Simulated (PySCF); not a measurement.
**Correlation energy of Si²⁺ (silicon, charge +2)**

[Ne] 3s2, closed-shell 1S. Calculation: PySCF 2.14, in def2-SVP; no relativity, point nucleus. Frozen: [Ne]; 2 electrons correlated.

Total MP2 correlation energy: -29.34 mhartree.

Same-spin part 0.00 and opposite-spin part -29.34 mhartree; SCS-MP2 scales them by 1/3 and 6/5 to -35.20 mhartree.

With two correlated electrons CCSD is exact within the correlated space (frozen core and kept virtual orbitals).

```csv
level,correlation energy (mhartree)
CCSD,-43.61
```

Diagnostics: T1 = 0.0060, D1 = 0.0084, largest double amplitude 0.117.

Q: Is a single reference adequate?

A: Mostly. T1 lies below 0.03, but a double amplitude of this size points to a near-degeneracy that CCSD handles and MP2 describes poorly.
